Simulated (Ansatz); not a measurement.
System: SiH$_{2}$SF, charge 0, doublet. SiH2SF (SMILES F[SiH2][S], doublet).
B3LYP-D3(BJ)/def2-TZVP minimum from Ansatz (an electronic-structure program):
```xyz
5

S     -1.2772     0.0840    -0.7395
Si     0.3093     0.0315     0.6484
F      1.7436    -0.2279    -0.0157
H      0.0492    -1.0830     1.5822
H      0.3646     1.3489     1.3137
```
Charge 0, spin multiplicity 2.

Total energies in cc-pV(D+d)Z, 19 correlated electrons, 11 frozen orbitals. Radicals and triplets start from unrestricted determinants; spin-orbit coupling is neglected. Correlated methods leave the cores frozen. No relativity.

```csv
method,program,energy (Eh),minus CCSDT(Q) (mEh)
HF,Ansatz,-787.14264,434.95
MP2,Ansatz,-787.53179,45.80
CCSD,Ansatz,-787.56711,10.48
CCSD(T),Ansatz,-787.57573,1.86
CCSDT(Q),Ansatz,-787.57759,0.00
```

Rough core times of Ansatz's runs on a shared machine: CCSD(T) 30 s, CCSDT(Q) 7 min.
